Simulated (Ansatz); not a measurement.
GeH5PS, SMILES `[PH2][GeH2][SH]`, relaxed with RKS PBE-D4/def2-SVP in the Gaussian-basis code of Ansatz from a rough embedded geometry. The force threshold is 0.03 eV/Å; the program also tests the step.

Charge 0, multiplicity 1.

Start:

```xyz
8

P    -0.136   -0.922    1.447
Ge    0.263   -0.474   -0.708
S     0.414    1.733   -0.971
H     0.864   -0.077    1.940
H    -1.241    0.062    1.576
H    -0.894   -1.040   -1.596
H     1.611   -1.171   -1.126
H    -0.879    1.888   -0.560
```

**Question.** How much energy does the relaxation release, and in how many steps? (An estimate is asked.)

**Answer.** The calculation gave: 3.92 kcal/mol, in 5 steps.

**Question.** Which bonds change most? (Estimate.)

**Answer.** The calculation gave: P1–Ge2 from 2.237 to 2.347 Å; P1–H5 from 1.485 to 1.442 Å; P1–H4 from 1.399 to 1.441 Å; Ge2–S3 from 2.228 to 2.254 Å.

**Question.** Give the relaxed structure. (Estimate.)

**Answer.** Computed: 
```xyz
8

P    -0.125   -1.033    1.546
Ge    0.236   -0.464   -0.701
S     0.471    1.743   -1.094
H     0.809   -0.040    2.012
H    -1.242   -0.129    1.663
H    -0.931   -1.045   -1.549
H     1.584   -1.071   -1.167
H    -0.802    2.040   -0.709
```
